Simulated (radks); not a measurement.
Problem. The fluorine anion F-, 10 electrons, occupied as [Ne]. Calculated with a radial shooting solver on a logarithmic mesh with Libxc functionals: scalar-relativistic Kohn-Sham, PBE, spin-polarised, spherical densities, point nucleus; hard spherical wall at 3 bohr. Some entries of the table are withheld. Estimate them.

orbital  occ.  eigenvalue (hartree)  <1/r> (bohr^-1)
1s          2             -23.37734            8.630
2s          2              -0.28811              (1)
2p          6               0.41169            1.243
3s          0               1.64365           0.8976
3d          0               1.85494              (2)
3p          0               1.91857           0.9470

Solution. 
(1) 2s <1/r> (bohr^-1): 1.402
(2) 3d <1/r> (bohr^-1): 0.5869
